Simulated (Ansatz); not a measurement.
Energy profile

The step: BHSF₂ ([F][B]([F])[SH]) → BSF + HF; bonds formed: F2–H4; bonds broken: B1–F2, S3–H4 (atoms numbered as in the saddle structure below).

```xyz
5
angstrom
B 0.0016 0.2402 -0.5068
F -0.1384 0.3718 1.1737
S 0.2559 -1.4092 -0.7151
H 0.0184 -0.6359 1.0257
F -0.1375 1.4331 -0.9775
```

Electronic energies by CCSD(T) at an estimated basis limit (MP2 extrapolated from triple and quadruple zeta, plus CCSD(T) − MP2 in triple zeta), on PBE0-D4/def2-TZVP structures; BHSF2, singlet; no counterpoise correction. Computed with Ansatz 0.2.0 (basis: def2-TZVPP and def2-QZVPP); correlated methods freeze the cores. Extrapolation: Hartree–Fock as exp(−7.88 √X), correlation as X^−2.97.

Give the profile in kJ/mol, counted from the start structure. (Judge from chemistry; the value comes from the calculation.)

Computed:
| point | kJ/mol |
| --- | --- |
| start structure | 0.0 |
| saddle | 244.3 |
| end structure | 195.6 |
| separated: BSF (linked as [F][B][S]; B1, S3, F5; singlet) + HF (F2, H4; singlet) | 209.0 |

No T1 diagnostic of these runs exceeds 0.016.

For scale, one of the runs: CCSD(T)/def2-TZVPP, 149 basis functions, launched by `ansatz run in.yaml --threads 2 --pin off --events-out ev --progress --plain --max-ram 4352MiB`. Time: 7.5 s of wall clock on 2 CPU threads of an Intel Xeon 6975P-C; the host was shared. Peak host memory: 1.1 GiB.
